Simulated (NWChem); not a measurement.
System: B3N3H5, doublet; SMILES [B]1NBNBN1

Computed with NWChem. Pople sets run with spherical d functions. Spin-unrestricted. In the optimisation the excess spin sits in a1 (C2v, its own frame). The geometry was optimised at PBE0/def2-SVP, spin-unrestricted. No frequency run checked for a minimum. No stability test was run on the SCF state.

**Question.** Among these, which level gives the highest value of “lowest empty minus highest occupied level, either spin (eV)”?
(A) LDA (Slater exchange, VWN5)/6-31G*
(B) OLYP/6-31G*
(C) PBE0/6-31G*
(D) BHandHLYP/6-31G*

**Answer.** D, BHandHLYP/6-31G*. Values: LDA (Slater exchange, VWN5)/6-31G* 2.03; OLYP/6-31G* 2.73; PBE0/6-31G* 5.12; BHandHLYP/6-31G* 7.17
